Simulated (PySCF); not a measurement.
# Magnesium: highly charged ions in a basis for the neutral atom

Mg⁷⁺ [He] 2s2 2p1, Mg⁸⁺ [He] 2s2. Computed with PySCF 2.14 in aug-cc-pVDZ (5s4p2d, 27 functions), with the non-relativistic Hamiltonian (point nucleus). No spin-orbit coupling, so a gap to NIST mixes the basis error with missing relativistic terms.

Changed run: basis of the neutral atom used for a highly charged ion. This setting is unsound on purpose.

```csv
species,method,sound run (hartree),changed run (hartree),converged
Mg⁷⁺,UHF,not run,-170.89214,yes
Mg⁷⁺,BP86,not run,-171.05441,yes
Mg⁷⁺,M06-L,not run,-171.05715,yes
Mg⁸⁺,UHF,not run,-161.32321,yes
Mg⁸⁺,BP86,not run,-161.44307,yes
Mg⁸⁺,M06-L,not run,-161.43941,yes
```

Ionisation energy of Mg⁷⁺:

```csv
method,changed run (eV),NIST (eV)
UHF,260.38,265.92
BP86,261.54,265.92
M06-L,261.71,265.92
```

The contracted functions were made for the neutral atom and can be too rigid for a highly charged ion.
